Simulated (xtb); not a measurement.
I$_{4}$Ti (SMILES [I][Ti]([I])([I])[I]), singlet, from a rough starting geometry (GFN-xTB shapes and energies of metal compounds can be far from the true ones); GFN2-xTB (xtb).

xtb was given this input:
```
$ xtb mol.xyz --gfn 2 --opt vtight --json

# file mol.xyz
5

Ti     0.00524014     0.00597280    -0.04787967
I      2.09829663    -0.57997023    -1.44742066
I      0.81072569     0.44742247     2.43202323
I     -1.16395634     2.14576006    -0.92637320
I     -1.74340411    -2.03120935    -0.04036285
```

It wrote (shortened):

```
   ID    Z sym.   atoms
    1   22 Ti     1
    2   53 I      2-5

           -------------------------------------------------
          |                Calculation Setup                |
           -------------------------------------------------

           -------------------------------------------------
          |                 G F N 2 - x T B                 |
           -------------------------------------------------

          ...................................................
          :                      SETUP                      :
          :.................................................:
          :  # basis functions                  50          :
          :  # atomic orbitals                  45          :
          :  # shells                           15          :
          :  # electrons                        32          :
          :  max. iterations                   250          :
          :  Hamiltonian                  GFN2-xTB          :
          :  restarted?                      false          :
          :  GBSA solvation                  false          :
          :  PC potential                    false          :
          :  electronic temp.          300.0000000     K    :
          :  accuracy                    1.0000000          :
          :  -> integral cutoff          0.2500000E+02      :
          :  -> integral neglect         0.1000000E-07      :
          :  -> SCF convergence          0.1000000E-05 Eh   :
          :  -> wf. convergence          0.1000000E-03 e    :
          :  Broyden damping             0.4000000          :
          :  net charge                          0          :
          :  unpaired electrons                  0          :
          ...................................................

 iter      E             dE          RMSdq      gap      omega  full diag
   1    -16.9767459 -0.169767E+02  0.816E+00    1.07       0.0  T
   2    -17.0041698 -0.274239E-01  0.946E+00    3.23       1.0  T
   3    -17.0966786 -0.925088E-01  0.689E+00    2.35       1.0  T
   4    -16.1050430  0.991636E+00  0.297E+01    0.21       1.0  T
   5    -16.9407177 -0.835675E+00  0.858E+00    0.83       1.0  T
   6    -17.1408767 -0.200159E+00  0.108E+00    1.60       1.0  T
   7    -17.1418917 -0.101504E-02  0.423E-01    1.50       1.0  T
   8    -17.1417442  0.147459E-03  0.349E-01    1.49       1.0  T
   9    -17.1410916  0.652610E-03  0.563E-01    1.46       1.0  T
  10    -17.1418394 -0.747821E-03  0.256E-01    1.50       1.0  T
  11    -17.1418119  0.275652E-04  0.268E-01    1.50       1.0  T
  12    -17.1419411 -0.129219E-03  0.166E-01    1.52       1.0  T
  13    -17.1419681 -0.269836E-04  0.135E-01    1.52       1.0  T
  14    -17.1419994 -0.312984E-04  0.882E-02    1.53       1.0  T
  15    -17.1420156 -0.162029E-04  0.473E-02    1.54       1.0  T
  16    -17.1420182 -0.260379E-05  0.366E-02    1.54       1.2  T
  17    -17.1420210 -0.283743E-05  0.186E-02    1.54       2.4  T
  18    -17.1420216 -0.604248E-06  0.114E-02    1.54       3.9  T
  19    -17.1420219 -0.315274E-06  0.444E-03    1.54      10.1  T
  20    -17.1420220 -0.577601E-07  0.335E-04    1.54     133.6  T
  21    -17.1420220 -0.123045E-09  0.186E-04    1.54     239.9  T

   *** convergence criteria satisfied after 21 iterations ***

         :::::::::::::::::::::::::::::::::::::::::::::::::::::
         ::                     SUMMARY                     ::
         :::::::::::::::::::::::::::::::::::::::::::::::::::::
         :: total energy             -17.094212686621 Eh    ::
         :: gradient norm              0.028768924327 Eh/a0 ::
         :: HOMO-LUMO gap              1.543162325568 eV    ::
         ::.................................................::
         :: SCC energy               -17.142014203380 Eh    ::
         :: -> isotropic ES            0.033603394222 Eh    ::
         :: -> anisotropic ES          0.009887176325 Eh    ::
[...]
 * total energy  :   -17.0942127 Eh     change       -0.6386003E-10 Eh
 * total energy  :   -17.0778073 Eh     change        0.1640535E-01 Eh
 * total energy  :   -17.0910708 Eh     change       -0.1326345E-01 Eh
 * total energy  :   -17.0730302 Eh     change        0.1804059E-01 Eh
 * total energy  :   -17.0952920 Eh     change       -0.2226181E-01 Eh
 * total energy  :   -17.0856661 Eh     change        0.9625910E-02 Eh
 * total energy  :   -17.0955616 Eh     change       -0.9895526E-02 Eh
 * total energy  :   -17.0889759 Eh     change        0.6585772E-02 Eh
 * total energy  :   -17.0959197 Eh     change       -0.6943837E-02 Eh
 * total energy  :   -17.0959342 Eh     change       -0.1448821E-04 Eh
 * total energy  :   -17.0959363 Eh     change       -0.2136983E-05 Eh
 * total energy  :   -17.0959363 Eh     change       -0.3124360E-07 Eh
   *** GEOMETRY OPTIMIZATION CONVERGED AFTER 12 ITERATIONS ***
         :: total energy             -17.095936344964 Eh    ::
[...]
         6        2.0000           -0.4944679             -13.4552
         7        2.0000           -0.4944668             -13.4551
         8        2.0000           -0.4944657             -13.4551
         9        2.0000           -0.4678175             -12.7300
        10        2.0000           -0.4678163             -12.7299
        11        2.0000           -0.4671164             -12.7109
        12        2.0000           -0.4671158             -12.7109
        13        2.0000           -0.4671146             -12.7108
        14        2.0000           -0.4613719             -12.5546
        15        2.0000           -0.4613706             -12.5545
        16        2.0000           -0.4613695             -12.5545 (HOMO)
        17                         -0.4034809             -10.9793 (LUMO)
        18                         -0.4034793             -10.9792
        19                         -0.3912539             -10.6466
        20                         -0.3912512             -10.6465
        21                         -0.3912496             -10.6464
        22                         -0.1247322              -3.3941
        23                         -0.0303609              -0.8262
        24                         -0.0303603              -0.8261
        25                         -0.0303596              -0.8261
        26                         -0.0214849              -0.5846
        27                         -0.0214830              -0.5846
       ...                                ...                  ...
        45                          2.0239936              55.0757
      -------------------------------------------------------------
                  HL-Gap            0.0578886 Eh            1.5752 eV
             Fermi-level           -0.4322356 Eh          -11.7617 eV

     #   Z          covCN         q      C6AA      α(0)
     1  22 Ti       3.268     0.731   106.418    25.189
     2  53 I        0.841    -0.183   385.337    33.887
     3  53 I        0.841    -0.183   385.338    33.887
     4  53 I        0.841    -0.183   385.336    33.887
     5  53 I        0.841    -0.183   385.336    33.887

 Mol. C6AA /au·bohr⁶  :       7780.995969
 Mol. C8AA /au·bohr⁸  :     736435.500688
 Mol. α(0) /au        :        160.738446

Wiberg/Mayer (AO) data.
largest (>0.10) Wiberg bond orders for each atom

 ---------------------------------------------------------------------------
     #   Z sym  total        # sym  WBO       # sym  WBO       # sym  WBO
 ---------------------------------------------------------------------------
     1  22 Ti   4.829 --     5 I    1.207     4 I    1.207     2 I    1.207
                             3 I    1.207
     2  53 I    1.313 --     1 Ti   1.207
     3  53 I    1.313 --     1 Ti   1.207
     4  53 I    1.313 --     1 Ti   1.207
     5  53 I    1.313 --     1 Ti   1.207
 ---------------------------------------------------------------------------

Topologies differ in total number of bonds
Writing topology from bond orders to xtbtopo.mol

molecular dipole:
                 x           y           z       tot (Debye)
 q only:       -0.000      -0.000       0.000
   full:       -0.000       0.000       0.000       0.001
molecular quadrupole (traceless):
                xx          xy          yy          xz          yz          zz
 q only:       -0.000      -0.000       0.001      -0.001      -0.000      -0.000
  q+dip:       -0.001      -0.000       0.001      -0.002      -0.001       0.000
   full:       -0.001      -0.000       0.001      -0.002      -0.001       0.000

optimized geometry written to: xtbopt.xyz

           -------------------------------------------------
          | TOTAL ENERGY              -17.095936344964 Eh   |
          | GRADIENT NORM               0.000018721130 Eh/α |
          | HOMO-LUMO GAP               1.575228824519 eV   |
           -------------------------------------------------

normal termination of xtb
```
